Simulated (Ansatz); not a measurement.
Total energies of FH3O3Ti (`[OH][Ti]([OH])([OH])[F]`).

Cartesian coordinates in Å:
```
O -1.378 0.920 0.360
Ti -0.112 -0.288 -0.007
O 0.162 -0.311 -1.778
O 1.414 0.123 0.828
F -0.641 -1.879 0.556
H -2.124 0.932 0.960
H 0.978 -0.363 -2.279
H 1.701 0.867 1.359
```

The species carries charge 0 and has multiplicity 1. Correlated methods include outer-core shells of Ti, which these sets cover unevenly. Scalar relativity is left out up to krypton. The structure was optimised at the PBE0-D4/def2-TZVP level. It is one conformer, not always the lowest. Basis def2-TZVPP, Ansatz 0.2.0.

RPA on PBE orbitals: Hartree–Fock energy of these orbitals -1174.43751 Eh, correlation -2.14145 Eh (frozen core).

```
 functional  energy without D4 (Eh)  D4 term (kJ/mol)
LDA (SPW92)             -1172.93083                 –
     revPBE             -1176.99567             -40.7
       BLYP             -1177.20129             -31.3
     B97M-V             -1176.87252                 –
       PBE0             -1176.64748             -12.2
    r2SCANh             -1176.98537              -3.7
    r2SCAN0             -1176.92774              -4.1
      BHLYP             -1176.99034             -18.2
    ωB97X-V             -1176.94555                 –
   PBE-QIDH             -1176.48995                 –
```

Give the same for PBE, r2SCAN, B3LYP, HSE06 (plane-wave form), CAM-B3LYP, LC-ωPBE, ωB97M-V, B2PLYP. (Best estimate.)

Ansatz gave: 
```tsv
functional	energy without D4 (Eh)	D4 term (kJ/mol)
PBE	-1176.65725	-14.4
r2SCAN	-1177.02599	-3.5
B3LYP	-1177.21156	-23.2
HSE06 (plane-wave form)	-1176.62541	-11.3
CAM-B3LYP	-1177.13020	-12.3
LC-ωPBE	-1176.81767	–
ωB97M-V	-1177.03343	–
B2PLYP	-1176.83631	–
```

B3LYP takes the VWN-RPA correlation (the form of Gaussian; ORCA's B3LYP/G). HSE06 is the plane-wave form, built on full-range PBE exchange. The double hybrids freeze the cores in their second-order part.

LC-ωPBE has ω = 0.4 bohr⁻¹.
